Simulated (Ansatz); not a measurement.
These are B3LYP-D3(BJ)/def2-TZVP (Ansatz, a first-principles code) values and carry that method's errors. No frequencies were computed at this level.

Ansatz 0.2 input:
```yaml
crystal:
  periodic: [false, false, false]
  atoms:
    - { symbol: B, position_ang: [-1.351449, -0.424621, 0.300313] }
    - { symbol: C, position_ang: [-0.21679, -0.134393, -0.727555] }
    - { symbol: B, position_ang: [0.863758, 0.767603, 0.042327] }
    - { symbol: O, position_ang: [1.834378, 0.246582, 0.785914] }
    - { symbol: H, position_ang: [-2.261812, 0.303199, 0.401111] }
    - { symbol: H, position_ang: [-1.28026, -1.352361, 1.013629] }
    - { symbol: H, position_ang: [-0.573307, 0.412465, -1.597343] }
    - { symbol: H, position_ang: [0.274492, -1.048258, -1.065174] }
    - { symbol: H, position_ang: [0.846162, 1.938926, -0.014849] }
    - { symbol: H, position_ang: [1.864829, -0.70914, 0.861626] }
basis:
  gaussian: { orbitals: def2-tzvp }
hamiltonian:
  xc: b3lyp
  dispersion: d3bj
relax:
  max_steps: 150
```

Output:

```
[...]
mean field evaluation 1: about -4527.8523 eV, gradient 7.0e1 eV
mean field evaluation 2: about -4519.1071 eV, gradient 9.4e1 eV
mean field evaluation 4: about -4537.3869 eV, gradient 6.0e0 eV
mean field evaluation 8: about -4537.4633 eV, gradient 4.9e-2 eV
mean field evaluation 16: about -4537.4530 eV, gradient 3.1e-5 eV
mean field -4537.45302969 eV, -166.7483232449 hartree, gradient 3.1e-5 eV, S^2 0.000000; 0 other end points of the search recorded, 0 dependent functions left out
reference -4537.45328999 eV, -166.7483328108 hartree; 15, 15 occupied and 145, 145 virtual orbitals, 933 factors
relax step   1: F+E_penalty+E_count = -4537.72229530 eV  Δ(F+E_penalty+E_count) = +0.000e0 eV  max|allowed force component| = 9.064e-1 eV/Å  Δτ_max = 0.0000 Å  (28 SCF iters, accepted)
these checks for a lower state are left out or cut short: starts, cluster_reference, orbital_swaps, neighbouring_geometries, increment
933 factors; their error is unknown
mean field -4537.48628666 eV, -166.7495454161 hartree, gradient 2.5e-5 eV, S^2 0.000000; 0 other end points of the search recorded, 0 dependent functions left out
reference -4537.48654737 eV, -166.7495549970 hartree; 15, 15 occupied and 145, 145 virtual orbitals, 933 factors
relax step   2: F+E_penalty+E_count = -4537.75584836 eV  Δ(F+E_penalty+E_count) = -3.355e-2 eV  max|allowed force component| = 5.479e-1 eV/Å  Δτ_max = 0.0302 Å  (32 SCF iters, accepted)
these checks for a lower state are left out or cut short: starts, cluster_reference, orbital_swaps, neighbouring_geometries, increment
933 factors; their error is unknown
mean field -4537.49400180 eV, -166.7498289422 hartree, gradient 2.5e-5 eV, S^2 0.000000; 0 other end points of the search recorded, 0 dependent functions left out
reference -4537.49426248 eV, -166.7498385222 hartree; 15, 15 occupied and 145, 145 virtual orbitals, 933 factors
relax step   3: F+E_penalty+E_count = -4537.76352782 eV  Δ(F+E_penalty+E_count) = -7.679e-3 eV  max|allowed force component| = 1.180e-1 eV/Å  Δτ_max = 0.0220 Å  (32 SCF iters, accepted)
these checks for a lower state are left out or cut short: starts, cluster_reference, orbital_swaps, neighbouring_geometries, increment
933 factors; their error is unknown
mean field evaluation 32: about -4537.5047 eV, gradient 7.5e-1 eV
mean field -4537.49609188 eV, -166.7499057511 hartree, gradient 2.5e-5 eV, S^2 0.000000; 0 other end points of the search recorded, 0 dependent functions left out
reference -4537.49635252 eV, -166.7499153295 hartree; 15, 15 occupied and 145, 145 virtual orbitals, 933 factors
relax step   4: F+E_penalty+E_count = -4537.76566108 eV  Δ(F+E_penalty+E_count) = -2.133e-3 eV  max|allowed force component| = 7.001e-2 eV/Å  Δτ_max = 0.0064 Å  (33 SCF iters, accepted)
these checks for a lower state are left out or cut short: starts, cluster_reference, orbital_swaps, neighbouring_geometries, increment
933 factors; their error is unknown
mean field -4537.49703124 eV, -166.7499402721 hartree, gradient 2.5e-5 eV, S^2 0.000000; 0 other end points of the search recorded, 0 dependent functions left out
reference -4537.49729216 eV, -166.7499498608 hartree; 15, 15 occupied and 145, 145 virtual orbitals, 933 factors
relax step   5: F+E_penalty+E_count = -4537.76629215 eV  Δ(F+E_penalty+E_count) = -6.311e-4 eV  max|allowed force component| = 1.788e-1 eV/Å  Δτ_max = 0.0310 Å  (32 SCF iters, accepted)
these checks for a lower state are left out or cut short: starts, cluster_reference, orbital_swaps, neighbouring_geometries, increment
933 factors; their error is unknown
mean field -4537.49803553 eV, -166.7499771792 hartree, gradient 2.6e-5 eV, S^2 0.000000; 0 other end points of the search recorded, 0 dependent functions left out
reference -4537.49829652 eV, -166.7499867702 hartree; 15, 15 occupied and 145, 145 virtual orbitals, 933 factors
relax step   6: F+E_penalty+E_count = -4537.76720093 eV  Δ(F+E_penalty+E_count) = -9.088e-4 eV  max|allowed force component| = 1.034e-1 eV/Å  Δτ_max = 0.0126 Å  (32 SCF iters, accepted)
these checks for a lower state are left out or cut short: starts, cluster_reference, orbital_swaps, neighbouring_geometries, increment
933 factors; their error is unknown
mean field -4537.49906191 eV, -166.7500148977 hartree, gradient 2.5e-5 eV, S^2 0.000000; 0 other end points of the search recorded, 0 dependent functions left out
reference -4537.49932316 eV, -166.7500244985 hartree; 15, 15 occupied and 145, 145 virtual orbitals, 933 factors
relax step   7: F+E_penalty+E_count = -4537.76795034 eV  Δ(F+E_penalty+E_count) = -7.494e-4 eV  max|allowed force component| = 3.806e-2 eV/Å  Δτ_max = 0.0292 Å  (32 SCF iters, accepted)
these checks for a lower state are left out or cut short: starts, cluster_reference, orbital_swaps, neighbouring_geometries, increment
933 factors; their error is unknown
mean field evaluation 64: about -4537.5003 eV, gradient 5.2e-3 eV
mean field -4537.50025478 eV, -166.7500587352 hartree, gradient 2.5e-5 eV, S^2 0.000000; 0 other end points of the search recorded, 0 dependent functions left out
reference -4537.50051653 eV, -166.7500683541 hartree; 15, 15 occupied and 145, 145 virtual orbitals, 933 factors
relax step   8: F+E_penalty+E_count = -4537.76871144 eV  Δ(F+E_penalty+E_count) = -7.611e-4 eV  max|allowed force component| = 9.377e-2 eV/Å  Δτ_max = 0.0471 Å  (31 SCF iters, accepted)
these checks for a lower state are left out or cut short: starts, cluster_reference, orbital_swaps, neighbouring_geometries, increment
933 factors; their error is unknown
mean field -4537.49987690 eV, -166.7500448483 hartree, gradient 1.9e-5 eV, S^2 0.000000; 0 other end points of the search recorded, 0 dependent functions left out
reference -4537.50014028 eV, -166.7500545274 hartree; 15, 15 occupied and 145, 145 virtual orbitals, 933 factors
relax step   9: F+E_penalty+E_count = -4537.76685119 eV  Δ(F+E_penalty+E_count) = +1.860e-3 eV  max|allowed force component| = 2.942e-1 eV/Å  Δτ_max = 0.1611 Å  (30 SCF iters, rejected (line search))
these checks for a lower state are left out or cut short: starts, cluster_reference, orbital_swaps, neighbouring_geometries, increment
933 factors; their error is unknown
mean field -4537.49844798 eV, -166.7499923365 hartree, gradient 2.5e-5 eV, S^2 0.000000; 0 other end points of the search recorded, 0 dependent functions left out
reference -4537.49871014 eV, -166.7500019707 hartree; 15, 15 occupied and 145, 145 virtual orbitals, 933 factors
relax step  10: F+E_penalty+E_count = -4537.76705735 eV  Δ(F+E_penalty+E_count) = +1.654e-3 eV  max|allowed force component| = 1.297e-1 eV/Å  Δτ_max = 0.0805 Å  (31 SCF iters, rejected (line search))
these checks for a lower state are left out or cut short: starts, cluster_reference, orbital_swaps, neighbouring_geometries, increment
933 factors; their error is unknown
mean field -4537.50125475 eV, -166.7500954833 hartree, gradient 2.6e-5 eV, S^2 0.000000; 0 other end points of the search recorded, 0 dependent functions left out
reference -4537.50151684 eV, -166.7501051149 hartree; 15, 15 occupied and 145, 145 virtual orbitals, 933 factors
relax step  11: F+E_penalty+E_count = -4537.76959067 eV  Δ(F+E_penalty+E_count) = -8.792e-4 eV  max|allowed force component| = 6.524e-2 eV/Å  Δτ_max = 0.0395 Å  (30 SCF iters, accepted)
these checks for a lower state are left out or cut short: starts, cluster_reference, orbital_swaps, neighbouring_geometries, increment
933 factors; their error is unknown
mean field -4537.50334378 eV, -166.7501722539 hartree, gradient 2.4e-5 eV, S^2 0.000000; 0 other end points of the search recorded, 0 dependent functions left out
reference -4537.50360681 eV, -166.7501819198 hartree; 15, 15 occupied and 145, 145 virtual orbitals, 933 factors
relax step  12: F+E_penalty+E_count = -4537.77078809 eV  Δ(F+E_penalty+E_count) = -1.197e-3 eV  max|allowed force component| = 9.824e-2 eV/Å  Δτ_max = 0.0976 Å  (31 SCF iters, accepted)
these checks for a lower state are left out or cut short: starts, cluster_reference, orbital_swaps, neighbouring_geometries, increment
933 factors; their error is unknown
mean field evaluation 96: about -4537.5130 eV, gradient 4.4e-3 eV
mean field -4537.50382989 eV, -166.7501901180 hartree, gradient 2.6e-5 eV, S^2 0.000000; 0 other end points of the search recorded, 0 dependent functions left out
reference -4537.50409314 eV, -166.7501997921 hartree; 15, 15 occupied and 145, 145 virtual orbitals, 933 factors
relax step  13: F+E_penalty+E_count = -4537.77106419 eV  Δ(F+E_penalty+E_count) = -2.761e-4 eV  max|allowed force component| = 1.115e-1 eV/Å  Δτ_max = 0.0257 Å  (32 SCF iters, accepted)
these checks for a lower state are left out or cut short: starts, cluster_reference, orbital_swaps, neighbouring_geometries, increment
933 factors; their error is unknown
mean field -4537.50394015 eV, -166.7501941698 hartree, gradient 2.6e-5 eV, S^2 0.000000; 0 other end points of the search recorded, 0 dependent functions left out
reference -4537.50420327 eV, -166.7502038392 hartree; 15, 15 occupied and 145, 145 virtual orbitals, 933 factors
relax step  14: F+E_penalty+E_count = -4537.77119791 eV  Δ(F+E_penalty+E_count) = -1.337e-4 eV  max|allowed force component| = 9.926e-2 eV/Å  Δτ_max = 0.0350 Å  (32 SCF iters, accepted)
these checks for a lower state are left out or cut short: starts, cluster_reference, orbital_swaps, neighbouring_geometries, increment
933 factors; their error is unknown
mean field -4537.50573369 eV, -166.7502600812 hartree, gradient 2.4e-5 eV, S^2 0.000000; 0 other end points of the search recorded, 0 dependent functions left out
reference -4537.50599719 eV, -166.7502697647 hartree; 15, 15 occupied and 145, 145 virtual orbitals, 933 factors
relax step  15: F+E_penalty+E_count = -4537.77227681 eV  Δ(F+E_penalty+E_count) = -1.079e-3 eV  max|allowed force component| = 9.940e-2 eV/Å  Δτ_max = 0.0859 Å  (30 SCF iters, accepted)
these checks for a lower state are left out or cut short: starts, cluster_reference, orbital_swaps, neighbouring_geometries, increment
933 factors; their error is unknown
mean field -4537.50621173 eV, -166.7502776489 hartree, gradient 2.6e-5 eV, S^2 0.000000; 0 other end points of the search recorded, 0 dependent functions left out
reference -4537.50647533 eV, -166.7502873362 hartree; 15, 15 occupied and 145, 145 virtual orbitals, 933 factors
relax step  16: F+E_penalty+E_count = -4537.77260214 eV  Δ(F+E_penalty+E_count) = -3.253e-4 eV  max|allowed force component| = 3.625e-2 eV/Å  Δτ_max = 0.0187 Å  (31 SCF iters, accepted)
these checks for a lower state are left out or cut short: starts, cluster_reference, orbital_swaps, neighbouring_geometries, increment
933 factors; their error is unknown
mean field evaluation 128: about -4537.5066 eV, gradient 2.5e-5 eV
mean field -4537.50661458 eV, -166.7502924532 hartree, gradient 2.5e-5 eV, S^2 0.000000; 0 other end points of the search recorded, 0 dependent functions left out
reference -4537.50687835 eV, -166.7503021468 hartree; 15, 15 occupied and 145, 145 virtual orbitals, 933 factors
relax step  17: F+E_penalty+E_count = -4537.77273392 eV  Δ(F+E_penalty+E_count) = -1.318e-4 eV  max|allowed force component| = 3.212e-2 eV/Å  Δτ_max = 0.0365 Å  (31 SCF iters, accepted)
these checks for a lower state are left out or cut short: starts, cluster_reference, orbital_swaps, neighbouring_geometries, increment
933 factors; their error is unknown
mean field -4537.50674277 eV, -166.7502971644 hartree, gradient 2.6e-5 eV, S^2 0.000000; 0 other end points of the search recorded, 0 dependent functions left out
reference -4537.50700655 eV, -166.7503068580 hartree; 15, 15 occupied and 145, 145 virtual orbitals, 933 factors
relax step  18: F+E_penalty+E_count = -4537.77282315 eV  Δ(F+E_penalty+E_count) = -8.923e-5 eV  max|allowed force component| = 2.195e-2 eV/Å  Δτ_max = 0.0072 Å  (32 SCF iters, accepted)
these checks for a lower state are left out or cut short: starts, cluster_reference, orbital_swaps, neighbouring_geometries, increment
933 factors; their error is unknown
mean field -4537.50673717 eV, -166.7502969585 hartree, gradient 2.6e-5 eV, S^2 0.000000; 0 other end points of the search recorded, 0 dependent functions left out
reference -4537.50700092 eV, -166.7503066512 hartree; 15, 15 occupied and 145, 145 virtual orbitals, 933 factors
relax step  19: F+E_penalty+E_count = -4537.77286631 eV  Δ(F+E_penalty+E_count) = -4.317e-5 eV  max|allowed force component| = 2.487e-3 eV/Å  Δτ_max = 0.0023 Å  (33 SCF iters, accepted)
933 factors; their error is unknown
mean field evaluation 160: about -4537.5067 eV, gradient 3.7e-2 eV
mean field -4537.50673717 eV, -166.7502969585 hartree, gradient 2.6e-5 eV, S^2 0.000000; 1 other end points of the search recorded, 0 dependent functions left out
reference -4537.50700092 eV, -166.7503066512 hartree; 15, 15 occupied and 145, 145 virtual orbitals, 933 factors
Total energy: -4537.77313007 eV, -166.7600867168 hartree
Atom 0 at    -1.427770    -0.389270     0.261351 Å, force    -0.002487    -0.000646     0.000036 eV/Å
Atom 1 at    -0.174886    -0.231493    -0.631814 Å, force     0.002430     0.001831    -0.000456 eV/Å
Atom 2 at     0.831174     0.748018     0.096379 Å, force    -0.000170    -0.000381    -0.001420 eV/Å
Atom 3 at     1.986680     0.326119     0.665515 Å, force     0.001724     0.000727     0.001707 eV/Å
Atom 4 at    -2.214055     0.502275     0.361157 Å, force     0.000378     0.000134    -0.000028 eV/Å
Atom 5 at    -1.606545    -1.379406     0.903746 Å, force     0.000507    -0.000228     0.000080 eV/Å
Atom 6 at    -0.452901     0.309140    -1.546085 Å, force    -0.000725    -0.001775    -0.000184 eV/Å
Atom 7 at     0.307742    -1.179535    -0.883294 Å, force    -0.001469    -0.000146    -0.000233 eV/Å
Atom 8 at     0.608599     1.916510     0.184731 Å, force     0.000148     0.000823     0.000953 eV/Å
Atom 9 at     2.141964    -0.622357     0.588313 Å, force    -0.000336    -0.000339    -0.000455 eV/Å
Dipole moment:     0.068680    -0.309730    -0.191110 e Å
```

Cost: about 110 core-seconds (a rough figure).
